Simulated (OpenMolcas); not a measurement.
Cr2+ among 6 point charges of -1.5 e arranged as an octahedron (Oh).

* Program: OpenMolcas
* Method: CASSCF
* Basis: ANO-RCC-VDZP [5s4p2d1f]
* Scalar Hamiltonian: DKH2, point nucleus
* Active space: 4 electrons in 5 orbitals (3d)
* State averaging: 2S+1 = 5 even, 5 roots; 2S+1 = 3 even, 45 roots; 2S+1 = 1 even, 50 roots
* Spin-orbit coupling: state interaction with AMFI integrals over the reference wave functions

All point charges move together. At R = 1.94 Å the first state of the same spin is 6386 cm-1, and at R = 2.15 Å it is 4112 cm-1.

Task: A third run gives 9568 cm-1. What distance was it run at?

Result: With a power law R^-n the two known points give n = -ln(4112 / 6386) / ln(2.15 / 1.94) = 4.28. Then R = 1.94 × (6386 / 9568)^(1/4.28) = 1.765 Å. The run was at 1.76 Å, so the estimate is off by +0.005 Å.

An orbital doublet at a regular site is open to a Jahn-Teller distortion, which this geometry leaves out. Without dynamic correlation the repulsion within the d shell is too large (B by tens of per cent), so at a given field states of lower spin stand too high. The ground term spreads over less than 5000 cm-1, several times less than with real ligands, so orbital moments are less quenched and χT lies further from the spin-only value than at real sites (holds for R = 2.15). This is an electrostatic model: the charges have no orbitals. No measured value stands beside these numbers.
